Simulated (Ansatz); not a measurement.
Question: Name a neutral molecule of Al, C, F, Si and H with HOMO energy (PBE0/def2-TZVPP) between -7.25 and -6.95 eV and HOMO energy (ωB97M-V/def2-TZVPP) between -9.05 and -8.75 eV (Ansatz, PBE0-D4/def2-TZVP geometry).

Answer: `C[SiH2][Al]([F])[SiH3]` (-7.08 eV, -8.96 eV). Other molecules can fit too; these were computed, each in one conformer that needn't be the lowest.
